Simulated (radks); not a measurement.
Results of a calculation; reference values are marked as such.
The dysprosium ion Dy2+, configuration [Xe] 4f10 (the NIST ground configuration).

Code: a radial shooting solver on a logarithmic mesh with Libxc functionals. Model: non-relativistic Kohn-Sham, r2SCAN, spin-polarised, spherical densities, point nucleus; open shells are filled with parallel spins first (spin-orbit coupling, left out, can overturn this in heavy ions); meta-GGA in the generalised Kohn-Sham scheme; relativity is left out, which matters for an element this heavy.

Energy parts (eV):
part                      energy
total                 -316865.56
kinetic                316773.49
electron-nucleus      -752118.51
Hartree                125355.08
exchange-correlation    -6875.62

Orbitals (lengths in bohr, moments of r in powers of bohr; r(max) is where P^2 peaks):
orbital  occ.  eigenvalue (eV)   r(max)   <1/r>
1s up       1        -50281.66  0.01524   65.45
1s down     1        -50281.65  0.01524   65.45
2s up       1        -8087.787  0.08333   15.26
2s down     1        -8087.769  0.08333   15.26
2p up       3        -7703.397  0.06488   15.27
2p down     3        -7703.379  0.06488   15.27
3s up       1        -1806.913   0.2312   5.790
3s down     1        -1804.351   0.2311   5.795
3p up       3        -1634.247   0.2188   5.723
3p down     3        -1631.905   0.2187   5.728
3d up       5        -1313.326   0.1746   5.619
3d down     5        -1311.635   0.1745   5.623
4s up       1        -365.1448   0.5267   2.464
4s down     1        -360.5602   0.5266   2.462
4p up       3        -296.1248   0.5314   2.367
4p down     3        -291.5130   0.5313   2.365
4d up       5        -172.9321   0.5367   2.158
4d down     5        -168.2956   0.5367   2.154
4f up       7         -21.9469   0.5302   1.628
4f down     3         -17.7896   0.5325   1.590
5s up       1         -57.5687    1.242  0.9363
5s down     1         -55.8573    1.255  0.9182
5p up       3         -39.1766    1.359  0.8265
5p down     3         -37.9047    1.377  0.8084

The highest occupied level is 4f down at -17.790 eV. Spin moment in Bohr magnetons: 4. The electron density at the nucleus is 2.049e+05 e/bohr^3. Virial ratio -V/T = 2.00029. The density falls to 0.001 e/bohr^3 at r = 3.38 bohr. For comparison, the ionisation energy in NIST's Atomic Spectra Database is 22.89 eV (semi-empirical). In exact Kohn-Sham theory the highest level is minus the ionisation energy, but local and semilocal functionals leave it too shallow, through self-interaction and a potential that decays too fast; potentials with the right tail come closer. Summed over all electrons, <r^2> = 38.79 bohr^2, which gives a Langevin (diamagnetic) susceptibility term of -30.7 x 10^-6 cm^3/mol.
